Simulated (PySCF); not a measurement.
# Steps of a relaxation of [NdF3(H2O)]−

[NdF3(H2O)]− (singlet in the valence; each metal's 4f electrons, 4 of them, lie in its core potential, out of spins and levels). PySCF 2.14.0, RKS PBE0, Nd lcecp-0-SVP with ECP50, F def2-SVP, O def2-SVP, H def2-SVP; non-relativistic Hamiltonian with scalar-relativistic core potentials where named; density fitting; no spin-orbit coupling. Origin of the start: displaced along the imaginary mode. Columns: position (Å) and force (eV/Å). Energies are counted from the last step; some of the 23 steps are shown. Forces carry noise of the integration grid, about 0.01 to 0.03 eV/Å.

Run from Python with OMP_NUM_THREADS=2. Where DIIS fails, smearing, a level shift and second-order steps follow.
It took 110 s on 2 threads of Arm Neoverse V1 (shared host), from the converged density of the start.

```xyz
7
step 0  E = 0.325 eV
Nd    0.1815   -0.0631    0.0631     0.06    0.04   -0.02
F     1.2758    1.1543    1.5981     0.01   -0.02   -0.01
F    -2.1102   -0.3615    0.3790    -0.08    0.17    0.12
F     1.2757   -1.5971   -1.1565    -0.01    0.01    0.00
O    -1.8637    1.4061   -1.3976    -0.66   -1.31    0.70
H    -2.1673    1.2287   -0.4462     0.32   -0.18   -1.16
H    -2.1303    0.5019   -1.7242     0.36    1.30    0.38
```

```xyz
7
step 7  E = 0.027 eV
Nd    0.1564   -0.0076    0.1363    -0.04    0.16    0.04
F     1.4035    1.1086    1.6176     0.05   -0.03    0.01
F    -2.1758   -0.1420    0.6185    -0.04   -0.03   -0.01
F     1.1688   -1.5054   -1.1927    -0.04   -0.01   -0.01
O    -1.8683    1.3192   -1.3149     0.10   -0.01    0.12
H    -2.2117    0.7878   -0.5058     0.04   -0.04   -0.04
H    -2.0114    0.7088   -2.0435    -0.06   -0.04   -0.11
```

```xyz
7
step 15  E = 0.001 eV
Nd    0.1602    0.1227    0.1986    -0.06    0.01   -0.01
F     1.5455    1.0673    1.6908     0.01    0.00    0.01
F    -2.1793   -0.1593    0.6200     0.02    0.01    0.00
F     0.9981   -1.4143   -1.1966     0.01    0.00   -0.01
O    -1.8588    1.2606   -1.3354     0.01   -0.02   -0.06
H    -2.2108    0.6924   -0.5543     0.00   -0.01    0.02
H    -1.9933    0.6997   -2.1075     0.01    0.02    0.05
```

Where does the relaxation end?

It converges at step 22 in C1:
```xyz
7
step 22  E = 0
Nd    0.1468    0.1352    0.2112
F     1.5536    1.0479    1.7054
F    -2.1873   -0.1308    0.6425
F     0.9606   -1.3641   -1.2409
O    -1.8547    1.2416   -1.3475
H    -2.2145    0.6934   -0.5563
H    -1.9429    0.6462   -2.0988
```

How did the contacts change?


```json
{"contact": "Nd1–F2 (F)", "start (Å)": "2.244", "end (Å)": "2.246"}
{"contact": "Nd1–F3 (F)", "start (Å)": "2.333", "end (Å)": "2.388"}
{"contact": "Nd1–F4 (F)", "start (Å)": "2.245", "end (Å)": "2.240"}
{"contact": "Nd1–H6 (H2O)", "start (Å)": "2.729", "end (Å)": "2.545"}
```
Short contacts between ligands at the end: H6···F3 1.46 Å.

An lcecp potential fixes the number of 4f electrons, so in runs with it no electron can move into or out of that shell; real Nd(II) is rare or takes another configuration.
